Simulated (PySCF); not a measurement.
CHF2O3S (SMILES O=S(=O)(O)[C](F)F), doublet, at a GFN2-xTB geometry. Base run: DF-B3LYP/6-31G** in PySCF.

PySCF was given this input:
```python
from pyscf import gto, scf, dft

mol = gto.M(
    atom='''
O    -1.36207203    0.10650514   -1.23012627
S    -0.70417741    0.04872970    0.02855081
O    -1.32389267   -0.53140068    1.15879966
O    -0.19539627    1.51799350    0.39641003
C     0.93069508   -0.74821453   -0.20178701
F     1.60326272   -0.74825123    0.93705824
F     1.61519236   -0.04420243   -1.10125452
H    -0.23254009    2.09691103   -0.36899152
''',
    basis='6-31g**',
    spin=1,
    verbose=4,
)

mf = dft.UKS(mol)
mf.xc = 'b3lyp'
mf = mf.density_fit(auxbasis='def2-universal-jkfit')
mf.kernel()
```

The base run was repeated with changes; each row names its change, and settings that it needs were set with it.

```
change                                                                            ΔE vs base (µEh)  SCF cycles  <S^2>        outcome
--------------------------------------------------------------------------------  ----------------  ----------  -----  -------------
base                                                                                           0.0          13  0.752      converged
solver = newton; init_guess = 1e                                                               0.0           -  0.752      converged
level_shift = 0.3 (with mf.max_cycle = 100)                                                    0.0          19  0.752      converged
init_guess = atom                                                                              0.0          14  0.752      converged
init_guess = vsap                                                                              0.0          15  0.752      converged
solver = newton                                                                                0.0           -  0.752      converged
init_guess = 1e                                                                                0.0          20  0.752      converged
diis = off; damp = 0.3 (with mf.diis_start_cycle = 200; with mf.max_cycle = 150)                 -         150      -  not converged
diis_space = 20                                                                                0.0          13  0.752      converged
level_shift = 0.1 (with mf.max_cycle = 100)                                                    0.0          14  0.752      converged
diis = off; damp = 0.6 (with mf.diis_start_cycle = 200; with mf.max_cycle = 150)               0.0          26  0.752      converged
level_shift = 0.5 (with mf.max_cycle = 100)                                                    0.0          24  0.752      converged
diis = off (with mf.max_cycle = 100)                                                             -         100      -  not converged
```

Open shells are given as the SCF converged; they aren't shown to be the lowest states, and a large step between rows can be another state.
